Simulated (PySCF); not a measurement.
**SbO: frontier orbitals**

PBE0 at R = 1.821 Å; basis Sb cc-pVTZ-PP with ECP28, O cc-pVTZ; scalar-relativistic core potentials; PySCF 2.14. State: ²Π (doublet), unpaired electrons π ↑. Only the outer orbitals are listed, counted within each symmetry, core potentials removing the inner ones.

```json
{"spin": "α", "orbital": "5σ", "occ.": "1", "ε (eV)": "-25.59", "on Sb (%)": "16", "main shells (%)": "82 O s"}
{"spin": "α", "orbital": "6σ", "occ.": "1", "ε (eV)": "-14.72", "on Sb (%)": "81", "main shells (%)": "78 Sb s, 12 O p"}
{"spin": "α", "orbital": "3π", "occ.": "1", "ε (eV)": "-9.48", "on Sb (%)": "24", "main shells (%)": "75 O p, 22 Sb p"}
{"spin": "α", "orbital": "7σ", "occ.": "1", "ε (eV)": "-9.23", "on Sb (%)": "39", "main shells (%)": "59 O p, 27 Sb p, 10 Sb s"}
{"spin": "α", "orbital": "3π", "occ.": "1", "ε (eV)": "-8.91", "on Sb (%)": "30", "main shells (%)": "70 O p, 27 Sb p"}
{"spin": "α", "orbital": "4π", "occ.": "1", "ε (eV)": "-5.61", "on Sb (%)": "81", "main shells (%)": "77 Sb p, 19 O p"}
{"spin": "α", "orbital": "4π", "occ.": "0", "ε (eV)": "-3.59", "on Sb (%)": "77", "main shells (%)": "73 Sb p, 23 O p"}
{"spin": "α", "orbital": "8σ", "occ.": "0", "ε (eV)": "-0.21", "on Sb (%)": "92", "main shells (%)": "71 Sb p, 15 Sb d, 11 O p"}
{"spin": "α", "orbital": "9σ", "occ.": "0", "ε (eV)": "2.41", "on Sb (%)": "98", "main shells (%)": "92 Sb s"}
{"spin": "β", "orbital": "5σ", "occ.": "1", "ε (eV)": "-25.21", "on Sb (%)": "17", "main shells (%)": "82 O s"}
{"spin": "β", "orbital": "6σ", "occ.": "1", "ε (eV)": "-14.01", "on Sb (%)": "77", "main shells (%)": "75 Sb s, 15 O p, 8 O s"}
{"spin": "β", "orbital": "7σ", "occ.": "1", "ε (eV)": "-8.97", "on Sb (%)": "42", "main shells (%)": "56 O p, 28 Sb p, 13 Sb s"}
{"spin": "β", "orbital": "3π", "occ.": "1", "ε (eV)": "-8.87", "on Sb (%)": "27", "main shells (%)": "73 O p, 24 Sb p"}
{"spin": "β", "orbital": "3π", "occ.": "1", "ε (eV)": "-8.27", "on Sb (%)": "26", "main shells (%)": "74 O p, 22 Sb p"}
{"spin": "β", "orbital": "4π", "occ.": "0", "ε (eV)": "-3.30", "on Sb (%)": "80", "main shells (%)": "76 Sb p, 20 O p"}
{"spin": "β", "orbital": "4π", "occ.": "0", "ε (eV)": "-2.50", "on Sb (%)": "81", "main shells (%)": "78 Sb p, 19 O p"}
{"spin": "β", "orbital": "8σ", "occ.": "0", "ε (eV)": "0.07", "on Sb (%)": "93", "main shells (%)": "72 Sb p, 14 Sb d, 10 O p"}
```

**Question.** Which are the highest filled and the lowest empty level, where do they sit, and how wide is the gap?

**Answer.** Highest filled α 4π at -5.61 eV (in %: 77 Sb p, 19 O p); lowest empty α 4π at -3.59 eV (in %: 73 Sb p, 23 O p); the gap at PBE0 is 2.02 eV. Both belong to one degenerate shell, split only by its one-sided filling, so this is no excitation gap.

```json
{
 "bond order (Mayer)": "2.17",
 "⟨S²⟩": "0.755",
 "charge on Sb (Mulliken, basis-dependent)": "0.46",
 "charge on Sb (Löwdin, basis-dependent)": "0.42",
 "dipole moment (positive dipole means Sb(−)O(+))": "-3.40 D",
 "polarisability along the bond": "44.4 bohr³",
 "polarisability across the bond": "32.7 bohr³"
}
```

Spin–orbit coupling is left out. The state is the lowest determinant that a PBE0 search found; another state may lie lower at other levels.
